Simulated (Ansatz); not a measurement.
```yaml
crystal:
  periodic: [false, false, false]
  atoms:
    - {symbol: In, position_ang: [0.281859, -1.015677, -1.037222]}
    - {symbol: In, position_ang: [-1.838141, -2.294795, 1.403841]}
    - {symbol: In, position_ang: [-0.576796, 2.465111, -1.081979]}
    - {symbol: In, position_ang: [2.650128, 0.871872, 0.349352]}
    - {symbol: As, position_ang: [-2.203709, -0.123463, -0.462161]}
    - {symbol: As, position_ang: [1.527585, 0.889102, -2.287426]}
    - {symbol: As, position_ang: [-0.785623, 0.513769, 1.529677]}
    - {symbol: As, position_ang: [0.944708, -1.305908, 1.585918]}
basis:
  gaussian: {orbitals: def2-SVPD, initial_orbitals: start.molden}
total_charge: -1
magnetization: {spin_polarized: true, initial_magnetization: 1}
hamiltonian: {xc: pbe0, dispersion: d4}
scf: {omitted_lower_state_checks: [starts]}
output: {orbitals: {seedname: orbitals}}
```

The file start.molden holds the orbitals of an earlier run on this structure, at another level or in another basis.

```sh
$ ansatz run in.yaml --threads 4 --pin off --events-out ev --progress --plain --max-ram 6963MiB
```

(1) Does this run fit into the memory that it is given?

Results:

(1) No. It has 280 basis functions, and Ansatz plans for 6.95 GiB where 6.79 GiB are given.
